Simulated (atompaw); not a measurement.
# Os: PAW (atompaw) pseudisation with PBEsol, scalar-relativistic reference atom.

osmium, PAW, made with atompaw 4.2.0.5 (PBEsol, scalar-relativistic). Core [Kr] 4d10 4f14, reference 5s2 5p6 5d6 6s2 6p0. Waves: 5s (bound): rc 1.90 bohr; 6s (bound): rc 1.45 bohr; 5p (bound): rc 1.90 bohr; 6p (bound, empty): rc 2.40 bohr; 5d (bound): rc 2.40 bohr; 5d channel at -0.1 Ry: rc 2.40 bohr. Local part: troulliermartins scheme with l = 3 at 1 Ry, radius 2.20 bohr. Core correction: smooth core density matched at 2.25 bohr. Augmentation charge: sinc compensation charge, radius 2.10 bohr; PAW radius 2.40 bohr; waves and projectors: custom polynom2 7 10 vanderbiltortho.

All-electron outer shells of the reference configuration (PBEsol, scalar-relativistic, ld1.x):

```tsv
shell	level (eV)	outermost node (bohr)	outermost maximum (bohr)
4d	-272.70	0.21	0.44
5s	-91.60	0.51	0.91
4f	-52.02	–	0.40
5p	-50.86	0.55	1.03
5d	-6.29	0.60	1.36
6s	-6.19	1.20	2.48
6p	-1.23	1.44	3.51
```

What the tests gave:

```
Cutoffs needed                                           : 30 Ry and 60 Ry (the cutoffs (Ry, on a coarse ladder) from which the occupation-weighted sum of valence levels, in a spherical-Bessel basis at the reference potential, stays within 10 and 1 mRy of its value at 400 Ry)
Ghost test                                               : no extra level below or beside the all-electron valence levels (s, p, d, f tested) (spherical-Bessel basis up to 400 Ry, 20 bohr box)
Lowest eigenvalue of the overlap operator                : 0.49 (s channel)
Overlap eigenvalues printed by atompaw (projector basis) : 0.26, 0.713, 0.75, 7.63, 1.05e+04, 1.61e+05
Share of each valence orbital outside the PAW sphere     : 5s 0 %, 6s 68 %, 5p 1 %, 6p 92 %, 5d 20 %
```

Generation and tests took about 14 s on one core of a shared server CPU.
